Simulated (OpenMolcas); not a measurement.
Pt2+: effect of the active space

| Item | Value |
| --- | --- |
| Program | OpenMolcas |
| Method | CASSCF or its RAS form |
| Basis | ANO-RCC-VTZP |
| Scalar Hamiltonian | DKH2, point nucleus |
| Spin-orbit coupling | state interaction with AMFI integrals over the reference wave functions, term energies averaged over their components |

A. 8 electrons in 5 orbitals (5d); 2S+1 = 3 even, 10 roots; 2S+1 = 1 even, 15 roots; cost of the order of 9 core-seconds
B. 8 electrons in 6 orbitals (5d 6s); 2S+1 = 5 even, 15 roots; 2S+1 = 3 even, 71 roots (60 in the spin-orbit step); 2S+1 = 1 even, 55 roots; cost roughly 40 core-seconds
C. 8 electrons in 9 orbitals (RAS2 5d 6s; RAS3 6p, at most 2 electrons); 2S+1 = 3 even, 90 roots; 2S+1 = 5 even, 15 roots kept (CI in the orbitals of an earlier block); 2S+1 = 1 even, 90 roots kept (CI in the orbitals of an earlier block, 68 in the spin-orbit step); 2S+1 = 3 odd, 87 roots (21 in the spin-orbit step); 2S+1 = 7 odd, 5 roots kept (CI in the orbitals of an earlier block, 0 in the spin-orbit step); 2S+1 = 5 odd, 30 roots kept (CI in the orbitals of an earlier block, 22 in the spin-orbit step); 2S+1 = 1 odd, 61 roots kept (CI in the orbitals of an earlier block, 0 in the spin-orbit step); cost roughly 10 core-minutes
D. 8 electrons in 10 orbitals (5d 6d); 2S+1 = 3 even, 10 roots; 2S+1 = 1 even, 15 roots; cost of the order of 70 core-seconds

Energies in cm-1 above 5d8 3F4, the measured ground level; measured values from NIST levels as listed in McCann et al., Mon. Not. R. Astron. Soc. 538, 537 (2025).

```csv
Level,A,B,C,D,Measured
5d8 3F4,0.0,0.0,0.0,0.0,0.0
5d8 3F3,9869,10338,10365,9874,9752
5d8 3P0,21045,18781,18855,20393,14939
5d8 3P1,22858,19927,19795,22595,16782
5d8 1G4 [51 %],25847,22730,25040,25622,
```

Deviations, from unrounded energies. A percentage is the sum of absolute deviations over the sum of measured energies, with the sign that they share, or ± where signs differ.

| Against measurement | Levels | A | B | C | D |
| --- | --- | --- | --- | --- | --- |
| mean absolute deviation (cm-1) | 3 | 4100 | 2500 | 2500 | 3800 |
| fine structure of the ground term (%) | 1 | +1.2 | +6.0 | +6.3 | +1.3 |
| other terms of the ground configuration (%) | 2 | +38.4 | +22.0 | +21.8 | +35.5 |

B, C lie about equally close to measurement and A furthest from it. The largest miss of C in the table is 5d8 3P0, by +3900 cm-1. The ranking rests on the paired levels alone, and a cruder setting can come out closer through cancelling errors.

Among A to D the level of the table that moves most is 5d8 1G4 [51 %], by 3100 cm-1 (lowest in B, highest in A).

Without dynamic correlation excited terms often stand tens of per cent too high (terms of higher spin than the ground term too low), and those without a measured partner can miss by more than the paired ones. Configurations with an s electron lie low in 5d ions of this charge, fall among these levels and mix in, so low-spin terms can stand far too high, up to twice their true height, and weights are not those of the real levels (holds for A). Some high roots are left out of the spin-orbit mixing, which shifts the levels that they would mix with (holds for B; C). Terms from blocks run as CI alone lack orbitals of their own (holds for C). Active for correlation alone: 6d; no level in the range computed is led by a configuration that fills it, so any true level of that kind is missing (holds for D). Measured partners are found by configuration, term and J. A level has none where our copy of the source lacks it or the pairing is in doubt (some pairs that miss far off the trend of their configuration count as doubtful), and it then counts in no deviation. Levels of configurations outside the active space are missing. The table leaves out levels that lie high or whose names do not pair safely across all columns.

A share in square brackets marks a mixed level and gives the weight of the term that names it, the lowest over the columns.
